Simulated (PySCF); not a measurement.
Si(F)2(Me)2 (C₂H₆F₂Si), SMILES C[Si](F)(F)C.

Geometry: ωB97X-D3(BJ)/def2-SVP.

Calculation: PBE/def2-TZVP in PySCF.

Symmetry labels are those of the subgroup C2v that the program uses (full group C2v).

Computed valence orbital energies around the gap with their symmetry:
| orbital | symmetry | energy (eV) |
|---|---|---|
| HOMO−7 | B2 | -10.25 |
| HOMO−6 | A2 | -10.24 |
| HOMO−5 | A1 | -10.23 |
| HOMO−4 | B1 | -9.66 |
| HOMO−3 | A2 | -9.48 |
| HOMO−2 | B2 | -9.31 |
| HOMO−1 | A1 | -9.09 |
| HOMO | B1 | -7.61 |
| LUMO | A1 | 0.09 |
| LUMO+1 | B2 | 0.72 |
| LUMO+2 | A1 | 0.92 |
| LUMO+3 | B1 | 1.10 |
